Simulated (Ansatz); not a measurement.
Reaction (ligand exchange at the Hf–Se bond): `[OH][Hf]([F])([F])[SeH]` + HBr → `[OH][Hf]([F])([F])[Br]` + H₂Se

Computed with Ansatz on PBE0-D4/def2-TZVP structures; ΔE is electronic, products minus reactants. CCSD(T)/CBS adds triple-zeta CCSD(T) − MP2 to the extrapolated MP2 energy (def2 sets, frozen cores). Functionals use def2-TZVPP. def2 core potentials past Kr. For Br, Hf, Se outer-core shells are correlated without core-valence functions, which leaves a few kJ/mol of doubt a bond. Scalar relativity is left out up to krypton. Each species was taken in one conformer, which may not be the lowest.

```csv
level,ΔE (kJ/mol)
LDA (SPW92),-58.6
BHLYP-D4,-68.6
CAM-B3LYP-D4,-67.2
CCSD(T)/def2-SVP,-68.6
```

Q: What does CCSD(T)/CBS give? (An estimate is asked.)

A: The calculation gave: -63.4 kJ/mol. The listed levels differ from it by 4.8, -5.2, -3.8, -5.2 kJ/mol.

Q: What do rigid-rotor, harmonic-oscillator terms from PBE0-D4/def2-TZVP frequencies (298.15 K, 1 bar) make of the CCSD(T)/CBS value? (Best estimate.)

A: Computed: ΔZPE = +2.3 kJ/mol, ΔH = -62.6 kJ/mol, ΔS = -3 J/(mol·K), ΔG = -61.9 kJ/mol.

Largest T1 diagnostic among the species: 0.015.

Leaving LDA and LC-ωPBE aside and taking each functional with its dispersion term where it has one, the values, not all of them listed here, spread over 9.1 kJ/mol, from B97M-V to PBE-D4. From BLYP to BHLYP (50 % exact exchange), in def2-TZVPP and without D4, ΔE moves by −5.8 kJ/mol. In def2-TZVPP, CCSD(T) changes the Hartree–Fock value by +13.7 kJ/mol (the triples alone add +1.9 kJ/mol) and MP2 by +13.8 kJ/mol.

CCSD(T)/CBS has its own doubt, a few kJ/mol and more with outer-core shells, so smaller differences from it don't rank the levels.
